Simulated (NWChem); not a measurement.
System: CH$_{3}$Cl$_{2}$FSi; SMILES [SiH](Cl)(CF)Cl

NWChem input:

```
start job
memory heap 200 mb stack 900 mb global 1100 mb
geometry units angstroms noautosym nocenter noautoz
  F     -2.157447    -0.005780    -0.753609
  C     -1.725759    -0.004613     0.569305
  Si     0.170778     0.000461     0.638228
  Cl     0.890390     1.694399    -0.296745
  Cl     0.899442    -1.689611    -0.296731
  H     -2.124695    -0.894138     1.076442
  H     -2.129449     0.882772     1.076427
  H      0.651977     0.001754     2.038086
end
basis spherical
  F library 6-311g**
  C library 6-311g**
  Si library 6-311g**
  Cl library 6-311g**
  H library 6-311g**
end
dft
  xc b3lyp
  iterations 150
end
property
  shielding 6 1 2 3 4 6 8
  efieldgrad
end
task dft property
```

Geometry: optimised at B3LYP/6-31G* (spherical d).

GIAO values for the isolated, static molecule; σ is the absolute isotropic shielding, δ = σ(reference) − σ with the isolated reference molecule computed at the same levels (13C: tetramethylsilane, 19F: trichlorofluoromethane, 1H: tetramethylsilane, 29Si: tetramethylsilane).

Atoms are numbered as in the input.

Problem. What results follow from this input? (B3LYP/6-311G** (spherical d), GIAO.) Quantities: δ F1 (ppm); δ C2 (ppm); δ Si3 (ppm); σ Cl4 (ppm); δ H6 (ppm); δ H8 (ppm).

Solution. δ F1 (ppm): -319.2
δ C2 (ppm): 82.3
δ Si3 (ppm): 20.8
σ Cl4 (ppm): 872.1
δ H6 (ppm): 4.53
δ H8 (ppm): 5.83
